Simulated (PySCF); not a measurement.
# Dipole response of Ir (iridium, neutral)

[Xe] 4f14 5d9, 2D determinant (an excited configuration). Computed with PySCF 2.14 in aug-cc-pVDZ-PP with ECP60MDF (5s5p4d2f, 54 functions), with scalar relativity through the core potential. Coupled (time-dependent) response in atomic units; α is the mean over directions. A double-zeta set is small for polarisabilities.

| method | mean α (bohr³) | α xx, yy, zz | C₆ (like pair) | S(−4) |
| --- | --- | --- | --- | --- |
| UHF | 34.22 | 40.34, 40.34, 21.99 | 260.3 | 974.0 |
| PBE | 39.12 | 30.45, 30.45, 56.47 | 290.8 | 1500 |
| PBE0 | 37.52 | 43.97, 43.97, 24.63 | 302.3 | 984.3 |
| B3LYP | 38.04 | 44.59, 44.59, 24.96 | 305.4 | 1016 |
| CAM-B3LYP | 36.57 | 42.72, 42.72, 24.27 | 288.6 | 960.8 |

S(−4) is the Cauchy moment in α(ω) = α(0) + S(−4) ω² + …

Spin-orbit coupling is absent.

α(iu) at PBE0:

```json
{"u (hartree)": "0", "α(iu) (bohr³)": "37.52"}
{"u (hartree)": "0.0500", "α(iu) (bohr³)": "35.28"}
{"u (hartree)": "0.100", "α(iu) (bohr³)": "30.36"}
{"u (hartree)": "0.200", "α(iu) (bohr³)": "21.34"}
{"u (hartree)": "0.300", "α(iu) (bohr³)": "16.05"}
{"u (hartree)": "0.500", "α(iu) (bohr³)": "11.03"}
{"u (hartree)": "0.750", "α(iu) (bohr³)": "8.042"}
{"u (hartree)": "1.00", "α(iu) (bohr³)": "6.202"}
{"u (hartree)": "1.50", "α(iu) (bohr³)": "3.963"}
{"u (hartree)": "2.00", "α(iu) (bohr³)": "2.711"}
{"u (hartree)": "3.00", "α(iu) (bohr³)": "1.471"}
{"u (hartree)": "5.00", "α(iu) (bohr³)": "0.6146"}
```

A single London oscillator, α(iu) = α/(1 + u²/ω²), gives C₆ = (3/4) ω α². Matching the computed C₆ needs ω = 4 × 302.3 / (3 × 37.52²) = 0.286 hartree.

The components differ because the open shell of this determinant is not spherical; for a pure term their mean is the scalar polarisability.

⟨L²⟩ = 7.84 against 6 for a pure D term, so this real determinant mixes terms. Energies and moments cover only the electrons outside the core potential. Spin-orbit coupling, absent here, splits the open shell strongly. The s, p, d and f populations moved away from the nominal configuration during the SCF.
